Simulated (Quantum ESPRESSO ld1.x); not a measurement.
Results of a calculation; reference values are marked as such.
Task: The potassium ion K3+, 16 electrons, occupied as [Ne] 3s1 3p4 4s1 (not the ground configuration). Level of theory: non-relativistic Kohn-Sham, LDA (Slater exchange, Perdew-Wang correlation), spin-polarised, spherical densities, point nucleus; open shells are filled with parallel spins first (ld1.x of Quantum ESPRESSO 7.5). Some entries of the table are withheld. Estimate them.

orbital,occ.,eigenvalue (hartree),<r> (bohr)
1s up,1,-130.464,0.08174
1s down,1,-130.420,0.08173
2s up,1,-14.8040,0.3907
2s down,1,-14.7575,0.3901
2p up,3,-12.2617,0.3510
2p down,3,-12.2097,0.3504
3s up,1,-2.97930,(1)
3s down,0,-2.79507,(2)
3p up,3,(3),1.246
3p down,1,(4),1.266
4s up,1,-0.98011,2.814
4s down,0,-0.90505,2.902

Result: 
(1) 3s up <r> (bohr): 1.177
(2) 3s down <r> (bohr): 1.189
(3) 3p up eigenvalue (hartree): -2.33762
(4) 3p down eigenvalue (hartree): -2.16137
